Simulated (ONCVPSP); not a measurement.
**Pseudopotential generation for rhodium (Rh): ONCV, BLYP, scalar-relativistic.**

* Element: rhodium (Rh)
* Generator: ONCVPSP 4.0.1
* Type: optimised norm-conserving Vanderbilt (ONCV)
* Functional: BLYP
* Relativity: scalar-relativistic
* Frozen core: [Ar] 3d10
* Valence charge: 17
* Reference configuration: 4s2 4p6 4d8 5s0.75 5p0.25
* Partial waves: 4s+5s: rc 1.40 bohr, ncon 4, nbas 8, qcut 6.9 1/bohr, 2 projectors; 4p+5p: rc 1.85 bohr, ncon 4, nbas 7, qcut 7.6 1/bohr, 2 projectors; 4d: rc 1.75 bohr, ncon 4, nbas 8, qcut 9.2 1/bohr, 2 projectors, debl 2.5 Ha
* Local potential: polynomial inside 1.10 bohr (lpopt 4, dvloc0 4 Ha)
* Core correction: none

Poles of the logarithmic derivatives, all-electron (AE) and pseudo (PS). s: poles at -2.0 (AE) and -2.0 (PS) Ha. p: poles at -1.6 (AE) and -1.6 (PS) Ha. d: poles at 0.6 (AE) and 0.6 (PS) Ha. Test radii: s 1.42, p 1.87, d 1.78 bohr.

* Cutoffs needed: 26 Ha and 73 Ha (the cutoffs (Ha) at which the residual kinetic energy of the hardest occupied pseudo-wave falls to 1 and 0.1 mHa per electron)
* Ghost test: no bound ghost flagged; no localised positive-energy state flagged
* Configuration tests: 1 of 4 tests not solved or not reliable
